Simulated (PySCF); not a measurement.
Isomers of C6H4Cl2O2S, mass 209.931 u with the commonest isotopes. Computed with PBE0/pcSseg-1 in PySCF (dipole) on a GFN2-xTB geometry, gas phase. One conformer each, none proved a minimum here; rigid rotors.

Problem. Order these by out-of-plane moment Σ m c² = (Ia + Ib − Ic)/2, smallest first.
A. `[O:1]=[S:2](=[O:3])([Cl:4])[c:5]1[cH:6][cH:7][cH:8][cH:9][c:10]1[Cl:11]` with O1–S2–C5–C6 -112° (2-chlorobenzenesulfonyl chloride)
B. `[O:1]=[S:2](=[O:3])([Cl:4])[c:5]1[cH:6][cH:7][c:8]([Cl:9])[cH:10][cH:11]1` with O1–S2–C5–C6 159°
C. `[O:1]=[S:2](=[O:3])([Cl:4])[c:5]1[cH:6][cH:7][cH:8][c:9]([Cl:10])[cH:11]1` with O1–S2–C5–C6 160° (3-chlorobenzenesulfonyl chloride)

Solution. A (48.68 u·Å²), C (119.90 u·Å²), B (123.17 u·Å²).

Problem. Order these by dipole moment, largest first.
A. `[O:1]=[S:2](=[O:3])([Cl:4])[c:5]1[cH:6][cH:7][cH:8][c:9]([Cl:10])[cH:11]1` with O1–S2–C5–C6 160°
B. `[O:1]=[S:2](=[O:3])([Cl:4])[c:5]1[cH:6][cH:7][c:8]([Cl:9])[cH:10][cH:11]1` with O1–S2–C5–C6 159° (4-chlorobenzenesulfonyl chloride)
C. `[O:1]=[S:2](=[O:3])([Cl:4])[c:5]1[cH:6][cH:7][cH:8][cH:9][c:10]1[Cl:11]` with O1–S2–C5–C6 -112°

Solution. C (5.61 D), A (4.50 D), B (3.73 D).

Problem. Order these by rotational constant B, smallest first.
A. `[O:1]=[S:2](=[O:3])([Cl:4])[c:5]1[cH:6][cH:7][c:8]([Cl:9])[cH:10][cH:11]1` with O1–S2–C5–C6 159°
B. `[O:1]=[S:2](=[O:3])([Cl:4])[c:5]1[cH:6][cH:7][cH:8][cH:9][c:10]1[Cl:11]` with O1–S2–C5–C6 -112°
C. `[O:1]=[S:2](=[O:3])([Cl:4])[c:5]1[cH:6][cH:7][cH:8][c:9]([Cl:10])[cH:11]1` with O1–S2–C5–C6 160° (3-chlorobenzenesulfonyl chloride)

Solution. A (349.2 MHz), C (430.7 MHz), B (698.0 MHz).

```
                 SMILES  point group  Ia (u·Å²)  Ib (u·Å²)  Ic (u·Å²)      κ  μa (D)  μb (D)  μc (D)
O=S(=O)(Cl)c1cccc(Cl)c1           C1     365.25    1173.35    1298.80  -0.92    3.43    2.54    1.43
  O=S(=O)(Cl)c1ccccc1Cl           Cs     448.02     724.04    1074.69  -0.31    4.27    3.63    0.00
O=S(=O)(Cl)c1ccc(Cl)cc1           Cs     260.56    1447.08    1461.29  -1.00    3.60    0.00    0.99
```
